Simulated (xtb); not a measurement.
F$_{6}$W, charge +1, doublet, from a rough starting geometry (GFN-xTB shapes and energies of metal compounds can be far from the true ones) (the multiplicity is a formal guess); GFN2-xTB (xtb).

xtb was given this input:
```
$ xtb mol.xyz --gfn 2 --chrg 1 --uhf 1 --opt vtight --json

# file mol.xyz
7

W      0.03526825    -0.00790126     0.06864121
F      1.11573629    -0.47210669    -1.42376819
F     -1.11017721     0.43783604     1.42495175
F     -1.09431893     0.77168574    -1.19120836
F     -0.88343714    -1.60313855    -0.18768163
F      0.86324296     1.60344946     0.15941489
F      1.16471717    -0.78817837     1.16635728
```

Question: Write the output that xtb gives for this input, abridged.

Answer: 
```
   ID    Z sym.   atoms
    1   74 W      1
    2    9 F      2-7

           -------------------------------------------------
          |                Calculation Setup                |
           -------------------------------------------------

           -------------------------------------------------
          |                 G F N 2 - x T B                 |
           -------------------------------------------------

          ...................................................
          :                      SETUP                      :
          :.................................................:
          :  # basis functions                  34          :
          :  # atomic orbitals                  33          :
          :  # shells                           15          :
          :  # electrons                        47          :
          :  max. iterations                   250          :
          :  Hamiltonian                  GFN2-xTB          :
          :  restarted?                      false          :
          :  GBSA solvation                  false          :
          :  PC potential                    false          :
          :  electronic temp.          300.0000000     K    :
          :  accuracy                    1.0000000          :
          :  -> integral cutoff          0.2500000E+02      :
          :  -> integral neglect         0.1000000E-07      :
          :  -> SCF convergence          0.1000000E-05 Eh   :
          :  -> wf. convergence          0.1000000E-03 e    :
          :  Broyden damping             0.4000000          :
          :  net charge                          1          :
          :  unpaired electrons                  1          :
          ...................................................

 iter      E             dE          RMSdq      gap      omega  full diag
   1    -25.4260324 -0.254260E+02  0.159E+01    2.00       0.0  T
   2    -25.4569017 -0.308693E-01  0.215E+01   15.61       1.0  T
   3    -29.3560028 -0.389910E+01  0.132E+01    7.60       1.0  T
   4    -29.3595170 -0.351423E-02  0.132E+01    7.60       1.0  T
   5    -29.3368710  0.226461E-01  0.132E+01    7.48       1.0  T
   6    -29.3936981 -0.568271E-01  0.130E+01    7.40       1.0  T
   7    -29.7980709 -0.404373E+00  0.111E+01    7.03       1.0  T
   8    -30.1813361 -0.383265E+00  0.853E+00    6.20       1.0  T
   9    -30.5499896 -0.368653E+00  0.417E+00    5.21       1.0  T
  10    -30.4847450  0.652445E-01  0.507E+00    6.22       1.0  T
  11    -30.5376646 -0.529195E-01  0.356E+00    6.69       1.0  T
  12    -30.5892101 -0.515455E-01  0.265E+00    6.72       1.0  T
  13    -30.5955741 -0.636404E-02  0.242E+00    6.76       1.0  T
  14    -30.5469848  0.485893E-01  0.312E+00    6.89       1.0  T
  15    -30.5925254 -0.455406E-01  0.236E+00    6.90       1.0  T
  16    -30.6371153 -0.445899E-01  0.108E+00    7.01       1.0  T
  17    -30.6100871  0.270282E-01  0.186E+00    6.95       1.0  T
  18    -30.6402246 -0.301375E-01  0.790E-01    7.07       1.0  T
  19    -30.6450715 -0.484693E-02  0.297E-01    7.08       1.0  T
  20    -30.6439621  0.110940E-02  0.431E-01    7.15       1.0  T
  21    -30.6438669  0.952034E-04  0.421E-01    7.19       1.0  T
  22    -30.6454511 -0.158413E-02  0.170E-01    7.13       1.0  T
  23    -30.6456180 -0.166935E-03  0.109E-01    7.11       1.0  T
  24    -30.6456261 -0.805699E-05  0.116E-01    7.15       1.0  T
  25    -30.6456350 -0.891156E-05  0.112E-01    7.15       1.0  T
  26    -30.6457410 -0.106010E-03  0.449E-02    7.14       1.0  T
  27    -30.6457530 -0.120293E-04  0.305E-02    7.14       1.2  T
  28    -30.6457600 -0.703178E-05  0.149E-02    7.14       2.5  T
  29    -30.6457622 -0.214166E-05  0.378E-03    7.14      10.0  T
  30    -30.6457623 -0.971753E-07  0.204E-03    7.14      18.5  T
  31    -30.6457623  0.227328E-07  0.206E-03    7.14      18.3  T
  32    -30.6457623 -0.283264E-07  0.114E-03    7.14      33.3  T
[...]
 * total energy  :   -30.6187130 Eh     change       -0.6968554E-04 Eh
 * total energy  :   -30.6187674 Eh     change       -0.5444556E-04 Eh
 * total energy  :   -30.6188036 Eh     change       -0.3615024E-04 Eh
 * total energy  :   -30.6188239 Eh     change       -0.2027460E-04 Eh
 * total energy  :   -30.6188412 Eh     change       -0.1730677E-04 Eh
 * total energy  :   -30.6188573 Eh     change       -0.1613651E-04 Eh
 * total energy  :   -30.6188699 Eh     change       -0.1256756E-04 Eh
 * total energy  :   -30.6188727 Eh     change       -0.2833164E-05 Eh
 * total energy  :   -30.6188729 Eh     change       -0.1354663E-06 Eh
 * total energy  :   -30.6188730 Eh     change       -0.1670450E-06 Eh
 * total energy  :   -30.6188732 Eh     change       -0.1736602E-06 Eh
 * total energy  :   -30.6188733 Eh     change       -0.8025361E-07 Eh
   *** GEOMETRY OPTIMIZATION CONVERGED AFTER 16 ITERATIONS ***
         :: total energy             -30.618873274209 Eh    ::
[...]
        14        1.9999           -0.8160220             -22.2051
        15        1.9999           -0.8160199             -22.2050
        16        1.9994           -0.8145030             -22.1638
        17        1.9994           -0.8144940             -22.1635
        18        1.9994           -0.8144877             -22.1633
        19        1.9881           -0.8116143             -22.0851
        20        1.9880           -0.8116118             -22.0851
        21        1.9880           -0.8116087             -22.0850
        22        1.6793           -0.8081309             -21.9904
        23        1.6793           -0.8081308             -21.9904
        24        1.6793           -0.8081307             -21.9904 (HOMO)
        25                         -0.5461902             -14.8626 (LUMO)
        26                         -0.5461591             -14.8617
        27                         -0.5461374             -14.8612
        28                         -0.0580129              -1.5786
        29                         -0.0575501              -1.5660
        30                          0.0702029               1.9103
        31                          0.0702776               1.9123
        32                          0.0703347               1.9139
        33                          0.1302640               3.5447
      -------------------------------------------------------------
                  HL-Gap            0.2619405 Eh            7.1278 eV
             Fermi-level           -0.7422891 Eh          -20.1987 eV

     #   Z          covCN         q      C6AA      α(0)
     1  74 W        4.554     2.051   296.369    37.969
     2   9 F        0.759    -0.175    10.984     3.915
     3   9 F        0.759    -0.175    10.987     3.915
     4   9 F        0.759    -0.175    10.987     3.915
     5   9 F        0.759    -0.175    10.988     3.915
     6   9 F        0.759    -0.175    10.985     3.915
     7   9 F        0.759    -0.175    10.983     3.914

 Mol. C6AA /au·bohr⁶  :       1303.474117
 Mol. C8AA /au·bohr⁸  :      86616.261888
 Mol. α(0) /au        :         61.457935

Wiberg/Mayer (AO) data.
largest (>0.10) Wiberg bond orders for each atom

 ---------------------------------------------------------------------------
     #   Z sym  total        # sym  WBO       # sym  WBO       # sym  WBO
 ---------------------------------------------------------------------------
     1  74 W    5.072 --     5 F    0.846     4 F    0.846     3 F    0.846
                             6 F    0.845     2 F    0.845     7 F    0.845
     2   9 F    1.140 --     1 W    0.845
     3   9 F    1.140 --     1 W    0.846
     4   9 F    1.140 --     1 W    0.846
     5   9 F    1.140 --     1 W    0.846
     6   9 F    1.140 --     1 W    0.845
     7   9 F    1.140 --     1 W    0.845
 ---------------------------------------------------------------------------

Topologies differ in total number of bonds
Writing topology from bond orders to xtbtopo.mol

molecular dipole:
                 x           y           z       tot (Debye)
 q only:        0.024      -0.016       0.004
   full:        0.023      -0.016       0.004       0.072
molecular quadrupole (traceless):
                xx          xy          yy          xz          yz          zz
 q only:        0.001      -0.002      -0.002       0.001      -0.001       0.000
  q+dip:        0.001      -0.001      -0.001       0.000      -0.000      -0.001
   full:        0.001      -0.001      -0.000       0.000      -0.000      -0.001

optimized geometry written to: xtbopt.xyz

           -------------------------------------------------
          | TOTAL ENERGY              -30.618873274209 Eh   |
          | GRADIENT NORM               0.000066145736 Eh/α |
          | HOMO-LUMO GAP               7.127763856188 eV   |
           -------------------------------------------------

normal termination of xtb
```
